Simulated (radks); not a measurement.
Values are calculated unless marked as measured or tabulated.
Q: Valence configurations of neutral thallium. Level of theory: Dirac Kohn-Sham, PBE, spin-unpolarised, spherical densities, finite nucleus; open shells fill j = l - 1/2 first; Fermi nuclear charge, rms radius 5.4759 fm (a radial shooting solver on a logarithmic mesh with Libxc functionals). Order these by energy: [Xe] 4f14 5d10 6s1 6p2; [Xe] 4f14 5d10 6s1.5 6p1.5; [Xe] 4f14 5d8 6s2 6p3; [Xe] 4f13 5d10 6s1.5 6p2.5; [Xe] 4f13 5d10 6s2 6p2; [Xe] 4f12.5 5d10 6s1.5 6p3; [Hg] 6p1; [Xe] 4f14 5d9 6s2 6p2; [Xe] 4f13 5d10 6s1 6p3; [Xe] 4f12 5d10 6s2 6p3.

A: From the lowest, in eV above it: [Hg] 6p1 0.000; [Xe] 4f14 5d10 6s1.5 6p1.5 3.170; [Xe] 4f14 5d10 6s1 6p2 6.402; [Xe] 4f14 5d9 6s2 6p2 12.538; [Xe] 4f14 5d8 6s2 6p3 29.295; [Xe] 4f13 5d10 6s2 6p2 116.53; [Xe] 4f13 5d10 6s1.5 6p2.5 120.79; [Xe] 4f13 5d10 6s1 6p3 125.17; [Xe] 4f12.5 5d10 6s1.5 6p3 186.47; [Xe] 4f12 5d10 6s2 6p3 251.79. NIST lists [Hg] 6p1 as the ground configuration; this level of theory agrees among the configurations tried. The energies are those of spherical spin-averaged densities, not of single terms.
